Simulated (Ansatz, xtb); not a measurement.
**Isomers of F2NSi2+ in order of energy**

4 gas-phase structures of F2NSi2+, found in a search over its isomers (lower ones may exist). Each was relaxed with GFN2-xTB:

A. a singlet given by its coordinates
B. `F[Si](F)=[N+]=[Si]`, a singlet
C. `F[Si][N+]#[Si]F`, a singlet
D. `N#[Si][Si+](F)F`, a singlet

A (Å):

```xyz
5

F    -1.3484    3.8240   -2.7445
F     1.2888   -1.1310   -1.5187
N    -0.0193    1.3558   -2.1363
Si   -0.2733    2.7168   -3.0572
Si    0.2314   -0.0046   -1.2192
```

Close contacts (Å): F1–Si4 1.57, F2–Si5 1.57, N3–Si4 1.66, N3–Si5 1.66.

Problem. Which do you expect lowest at r2SCAN-D4/def2-SVP//GFN2-xTB, and how would the others follow?

Solution. Calculated order at r2SCAN-D4/def2-SVP//GFN2-xTB: B (0.0), A (227.9), C (279.0), D (536.3) kJ/mol.

Energies above the lowest of each column, in kJ/mol; the last columns are at r2SCAN-D4/def2-SVP geometries and were run for some of them only (a dash: not run or not comparable):

```json
{"structure": "B", "GFN2-xTB": "0.0", "HF/STO-3G": "0.0", "r2SCAN-D4/def2-SVP//GFN2-xTB": "0.0", "r2SCAN-D4/def2-SVP": "0.0", "CCSD(T)/def2-SVP + ΔMP2/def2-TZVPP": "0.0"}
{"structure": "A", "GFN2-xTB": "224.9", "HF/STO-3G": "271.6", "r2SCAN-D4/def2-SVP//GFN2-xTB": "227.9", "r2SCAN-D4/def2-SVP": "232.0", "CCSD(T)/def2-SVP + ΔMP2/def2-TZVPP": "247.4"}
{"structure": "C", "GFN2-xTB": "171.5", "HF/STO-3G": "304.4", "r2SCAN-D4/def2-SVP//GFN2-xTB": "279.0", "r2SCAN-D4/def2-SVP": "–", "CCSD(T)/def2-SVP + ΔMP2/def2-TZVPP": "–"}
{"structure": "D", "GFN2-xTB": "256.1", "HF/STO-3G": "556.5", "r2SCAN-D4/def2-SVP//GFN2-xTB": "536.3", "r2SCAN-D4/def2-SVP": "–", "CCSD(T)/def2-SVP + ΔMP2/def2-TZVPP": "–"}
```

Every level run on B puts it lowest or level with the lowest. Frequencies (r2SCAN-D4/def2-SVP) were run for A, B alone. Large T1 diagnostics make some coupled-cluster values less sure. ΔMP2 is the change of the MP2 energy from the smaller to the larger basis.

Over these structures GFN2-xTB departs from r2SCAN-D4/def2-SVP//GFN2-xTB by 96.2 kJ/mol on average once a common shift is removed. A GFN2-xTB relaxation took about 0.11 s and the r2SCAN-D4/def2-SVP//GFN2-xTB energy about 1.1 s on a shared host (Ansatz 0.2.0, xtb 6.7.1).
